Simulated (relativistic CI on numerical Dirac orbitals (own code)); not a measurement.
What each ingredient does to the levels of Au17+

Base calculation: Dirac-Coulomb-Breit CI, orbitals from a KLI potential per configuration, model QED (radiative potential, 1s self-energy scaled to tabulated hydrogen-like ionisation energies), unscaled Slater integrals.

Configurations in the expansion (outside the closed core [Kr] 4d10): 4f¹⁴5s², 4f¹⁴5s5p, 4f¹³5s²5p, 4f¹⁴5s5d, 4f¹⁴5s5f, 4f¹³5s²5d, 4f¹⁴5p5d, 4f¹⁴5s5g, 4f¹⁴5p6s, 4f¹⁴5s6s, 4f¹³5s²6s, 4f¹³5s²5f, 4f¹⁴5s6p, 4f¹³5s²6p, 4f¹⁴5p5g, 4f¹⁴5p², 4f¹³5p³, 4f¹³5p²5d, 4f¹⁴5d², 4f¹³5p5d², 4f¹³5d³, 4f¹⁴5f², 4f¹³5p5f², 4f¹³5d5f², 4f¹⁴5p5f, 4f¹³5p²5f, 4f¹³5p5d5f, 4f¹⁴5g², 4f¹³5p5g², 4f¹³5d5g², 4f¹⁴5d6s, 4f¹³5p5d6s, 4f¹³5d²6s. Double excitations out of closed p, d and f shells are left out; levels of such configurations are missing from the list, as are those of other unlisted configurations, and high levels can miss mixing partners. Some configurations lack a partner that the ground configuration has and come out too high, among them 4f¹³5s²6s, 4f¹³5s²6p, 4f¹³5s²5f.

Variants: (1) one mean potential for all configurations. Shifts of the energy above 4f¹⁴5s² ¹S0, in cm⁻¹, for the lowest level and the first level of each name with at least 55 % of one term (blank where a level changes its place among those of its configuration and J or its character, or is not in the variant):

```csv
Level,Base,Δ(1)
4f¹⁴5s² ¹S0,0,0
4f¹⁴5s5p ³P°0,292393,-88
4f¹⁴5s5p ³P°1,316123,-110
4f¹³5s²5p ³D3,360602,+5914
4f¹³5s²5p ³G3,391389,+6478
4f¹⁴5s5p ³P°2,481554,-613
4f¹³5s²5p ³G5,547515,+7055
4f¹⁴5s5p ¹P°1,549455,-545
4f¹³5s²5p ³F4,565869,+7205
4f¹³5s²5p ³D1,570137,+7562
4f¹⁴5p² ³P0,681648,+55
4f¹⁴5p² ³P1,845006,-112
4f¹⁴5p² ¹D2,849143,-172
4f¹⁴5p² ³P2,1017947,-425
4f¹⁴5s5d ³D1,1034548,-760
4f¹⁴5s5d ³D2,1046979,-729
4f¹⁴5s5d ³D3,1067326,-837
4f¹⁴5p² ¹S0,1079269,-94
4f¹³5s²5d ³P°2,1095458,+8344
4f¹⁴5s5d ¹D2,1125125,-284
4f¹³5s²5d ³P°1,1128497,+8815
4f¹³5s²5d ³H°4,1133942,+8935
```

At this charge transitions that keep the count of f electrons are usually good to a few per cent. Levels that differ in their count of f electrons can be misplaced by several ten thousand cm⁻¹, since the correlation energy of f electrons is missing or only estimated; rates across such gaps can be off by orders of magnitude.

Ionisation energy from one configuration of each of the two ions, the ground ones as tabulated or assumed: base 459.188 eV. The NIST ASD value (theoretical) is 433 ± 21 eV. The gap of more than 2 % comes from missing correlation, or from a tabulated value that is itself an estimate.

LS names give the leading component of a level, which can be under half, so a name can repeat, a term be missing and a line seem to break the LS rules.
